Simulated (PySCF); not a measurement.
Species: C6H8O3.
Z-matrix (Å and degrees, PBE0-D3(BJ)/def2-SVP geometry), rows numbered from 1:
```
C 
C   1  1.3311
O   2  1.3530  1  122.22
C   3  1.3498  2  118.66  1   179.27
C   4  1.3345  3  122.63  2  -179.61
O   5  1.3653  4  120.78  3    -0.15
C   6  1.3554  5  117.78  4   178.48
C   7  1.4967  6  110.38  5  -179.77
O   7  1.1992  6  123.19  5    -0.04
H   1  1.0916  2  121.22  3    -0.08
H   1  1.0896  2  119.54  3   179.91
H   2  1.0976  1  122.66  3  -179.99
H   4  1.0945  3  117.36  2     0.39
H   5  1.0898  4  122.63  3   179.87
H   8  1.0952  7  109.61  6  -177.73
H   8  1.1001  7  109.64  6    61.32
H   8  1.0995  7  109.96  6   -56.18
```

Level: PBE0/def2-SVPD in PySCF, non-relativistic, on one gas-phase PBE0-D3(BJ)/def2-SVP geometry that isn't relaxed in the solvent. The solvent is an IEF-PCM continuum (Bondi radii, 1.10 Å for H, scaled by 1.2), and excitations are vertical TDDFT with non-equilibrium linear response and a frozen core. The model holds no explicit solvent molecules, cavitation or dispersion.

```json
{"run": "gas", "E − E(gas) (kJ/mol)": "0.00", "HOMO (eV)": "-6.35", "HOMO–LUMO gap (eV)": "5.93", "dipole (D)": "1.65", "lowest singlet (eV)": "5.22", "static polarisability (au)": "94.5"}
{"run": "P", "E − E(gas) (kJ/mol)": "-21.79", "HOMO (eV)": "-6.34", "HOMO–LUMO gap (eV)": "5.92", "dipole (D)": "2.01", "lowest singlet (eV)": "5.11", "static polarisability (au)": "114.2"}
{"run": "Q", "E − E(gas) (kJ/mol)": "-30.75", "HOMO (eV)": "-6.36", "HOMO–LUMO gap (eV)": "5.91", "dipole (D)": "2.16", "lowest singlet (eV)": "5.10", "static polarisability (au)": "123.3"}
```

Q: The runs were made in chloroform and dimethylsulfoxide. Which run belongs to which solvent?

A: P = chloroform, Q = dimethylsulfoxide. The dielectric constants are 4.711 (chloroform), 46.83 (dimethylsulfoxide), and the energy falls further as ε rises. The optical constants n² used for the excitations are 2.09, 2.19 in the same order. In this model the ground state sees the solvent through ε alone.

Q: How constant is the ratio of the lowering to (ε − 1)/(2ε + 1)?

A: 
| solvent | (ε − 1)/(2ε + 1) | E − E(gas) (kJ/mol) | ratio (kJ/mol) | polarisation term (kJ/mol) |
| --- | --- | --- | --- | --- |
| chloroform | 0.356 | -21.79 | -61.2 | -24.28 |
| dimethylsulfoxide | 0.484 | -30.75 | -63.5 | -35.84 |

The ratio changes by +3.8 % in size from chloroform to dimethylsulfoxide. The polarisation term is half the interaction of the solute with the induced surface charges.
